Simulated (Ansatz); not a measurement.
Start from `CCCCCC(C)(C)C` and change one atom or group to get `C=C(C)CC(C)(C)C`.

Ansatz, PBE0-D4/def2-TZVP geometries, multiplicity 1. Each molecule was computed in one conformer, which needn't be the lowest.

```csv
property,`CCCCCC(C)(C)C`
LUMO energy (PBE/def2-TZVPP) / eV,0.16
LUMO energy (PBE0/def2-TZVPP) / eV,0.95
HOMO energy (PBE/def2-TZVPP) / eV,-7.12
LUMO energy (B3LYP/def2-TZVPP) / eV,0.64
HOMO–LUMO gap (PBE0/def2-TZVPP) / eV,9.39
HOMO energy (ωB97M-V/def2-TZVPP) / eV,-10.72
```

Question: Give the same properties after the change, and the shifts. (Estimate.)

Answer: Ansatz gave: 
```tsv
property	`C=C(C)CC(C)(C)C`	shift
LUMO energy (PBE/def2-TZVPP) / eV	-0.63	-0.79
LUMO energy (PBE0/def2-TZVPP) / eV	0.38	-0.57
HOMO energy (PBE/def2-TZVPP) / eV	-5.87	1.25
LUMO energy (B3LYP/def2-TZVPP) / eV	0.14	-0.50
HOMO–LUMO gap (PBE0/def2-TZVPP) / eV	7.34	-2.05
HOMO energy (ωB97M-V/def2-TZVPP) / eV	-9.20	1.52
```

With PBE0 the HOMO rises by 1.48 eV and the LUMO falls by 0.57 eV, so the gap narrows by about 2.05 eV. PBE moves the HOMO by 1.25 eV and ωB97M-V by 1.52 eV.

B3LYP here is the variant with VWN-RPA as its local correlation; programs differ in this.
